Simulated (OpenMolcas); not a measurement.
# Pt2+: CASPT2 settings compared

| Item | Value |
| --- | --- |
| Program | OpenMolcas |
| Basis | ANO-RCC-VQZP [9s8p6d4f2g1h] |
| Scalar Hamiltonian | DKH2, point nucleus |
| Active space | 8 electrons in 5 orbitals (5d) |
| State averaging | 2S+1 = 3 even, 10 roots; 2S+1 = 1 even, 15 roots kept (CI in the orbitals of an earlier block) |
| Spin-orbit coupling | RASSI with atomic mean-field integrals over the reference wave functions, term energies averaged over their components |

Methods on the same reference wave functions:
A. CASSCF
B. SS-CASPT2, IPEA 0.4 Eh, imaginary shift 0.25 Eh (closed shells correlated: 5s 5p)
C. SS-CASPT2, IPEA 0.35 Eh, no level shift (closed shells correlated: none)
D. XMS-CASPT2, IPEA 0.2 Eh, sigma2 regulariser 0.15 Eh (closed shells correlated: 5s 5p)

Energies in eV above 5d⁸ ³F₄, the measured ground level; measured values from NIST levels as listed in McCann et al., Mon. Not. R. Astron. Soc. 538, 537 (2025).

```json
{"Level": "5d⁸ ³F₄", "A": "0.0000", "B": "0.0000", "C": "0.0000", "D": "0.0000", "Measured": "0.0000"}
{"Level": "5d⁸ ³F₃", "A": "1.2367", "B": "1.253", "C": "1.248", "D": "1.253", "Measured": "1.2091"}
{"Level": "5d⁸ ³P₂ [51 %]", "A": "2.1895", "B": "1.989", "C": "1.971", "D": "1.934", "Measured": ""}
{"Level": "5d⁸ ³P₀", "A": "2.6133", "B": "2.154", "C": "2.111", "D": "2.064", "Measured": "1.8522"}
{"Level": "5d⁸ ³P₁", "A": "2.8442", "B": "2.457", "C": "2.425", "D": "2.350", "Measured": "2.0807"}
{"Level": "5d⁸ ¹G₄", "A": "3.2138", "B": "2.816", "C": "2.911", "D": "2.813", "Measured": "2.6447"}
{"Level": "5d⁸ ¹S₀", "A": "6.8747", "B": "6.027", "C": "5.937", "D": "6.016", "Measured": ""}
```

Deviations, from unrounded energies. A percentage is the sum of absolute deviations over the sum of measured energies, with the sign that they share, or ± where signs differ.

```json
{"Against measurement": "mean absolute deviation (cm-1)", "Levels": "4", "A": "4300", "B": "1800", "C": "1800", "D": "1400"}
{"Against measurement": "fine structure of the ground term (%)", "Levels": "1", "A": "+2.3", "B": "+3.6", "C": "+3.2", "D": "+3.6"}
{"Against measurement": "other terms of the ground configuration (%)", "Levels": "3", "A": "+31.8", "B": "+12.9", "C": "+13.2", "D": "+9.9"}
```

D lies closest to measurement on these levels and A furthest from it. The largest miss of D in the table is 5d⁸ ³P₁, by +2200 cm-1. The ranking rests on the paired levels alone, and a cruder setting can come out closer through cancelling errors.

Among B to D the level of the table that moves most is 5d⁸ ³P₁, by 860 cm-1 (lowest in D, highest in B). Moves below CASPT2's spread within the term are not significant.

The mean deviations of B to D differ by less than CASPT2's widest spread within a term (860 cm-1), so their order carries little weight.

From A to B the spin-free energies of the other terms of 5d⁸ shown, above ³F, scale by factors of 0.75 to 0.83, as is usual when dynamic correlation screens the repulsion within a d or f shell.

The lowest spin-free term lies below A's lowest term by 0.500 hartree in B, 0.210 hartree in C, 0.512 hartree in D.

Term energies are means over components that CASPT2 splits; among the terms shown or strongly mixed into the levels shown the widest spread is 860 cm-1 (5d⁸ ¹G, D). Configurations with an s electron lie low in 5d ions of this charge, fall among these levels and mix in, so low-spin terms can stand far too high, up to twice their true height, and weights are not those of the real levels. Terms from blocks run as CI alone lack orbitals of their own. Without dynamic correlation excited terms often stand tens of per cent too high (terms of higher spin than the ground term too low), and those without a measured partner can miss by more than the paired ones (holds for A). Some terms miss by over 15 % even with CASPT2, which points to a basis or an active space too small for the shells correlated (holds for B; C). Computed and measured levels are paired by configuration, term and J; levels that our copy of the source lacks, or whose pairing is in doubt (as where it misses far off the trend of its configuration), stay unpaired and out of the deviations. Levels of configurations outside the active space are missing. The table leaves out levels that lie high or whose names do not pair safely across all columns.

A share in square brackets marks a mixed level and gives the weight of the term that names it, the lowest over the columns.
